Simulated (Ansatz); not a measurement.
C3H10BN can be A, `BN(C)CC`, or B, `CBN(C)C`.

Program: Ansatz. Geometries: PBE0-D4/def2-TZVP. ΔE: electronic, gas phase. CBS: MP2 limit from def2 TZ/QZ plus the TZ coupled-cluster correction, frozen cores. Functionals use def2-TZVPP. B3LYP here is the variant with VWN-RPA as its local correlation; programs differ in this. Each species was taken in one conformer, which may not be the lowest.

(1) Which is lower in electronic energy at CCSD(T)/CBS, and by how much? (Estimate.)

(2) Give E(B) − E(A) in kJ/mol with BLYP-D4, LDA (SPW92), ωB97M-V, MP2/def2-TZVPP, CCSD(T)/def2-TZVPP, B3LYP-D4, PBE-D4. (An estimate is asked.)

(3) Does the order hold for the free energy at 298.15 K (harmonic terms from PBE0-D4)? (Best estimate.)

Largest T1 diagnostic: 0.012.

## Answers

(1) Computed: B, by 36.7 kJ/mol.

(2) Computed: BLYP-D4 -39.2, LDA (SPW92) -39.1, ωB97M-V -38.5, MP2/def2-TZVPP -37.0, CCSD(T)/def2-TZVPP -36.5, B3LYP-D4 -39.5, PBE-D4 -40.6. None reverses the order clearly.

(3) The calculation gave: Yes: G(B) − G(A) = -40.4 kJ/mol, for one conformer each.

At CCSD(T), def2-SVP lies +3.6 kJ/mol from the extrapolated value and def2-TZVPP +0.2 kJ/mol. Leaving LDA and LC-ωPBE aside and taking each functional with its dispersion term where it has one, the values, not all of them listed here, spread over 6.8 kJ/mol, from B97M-V to ωB97X-V.
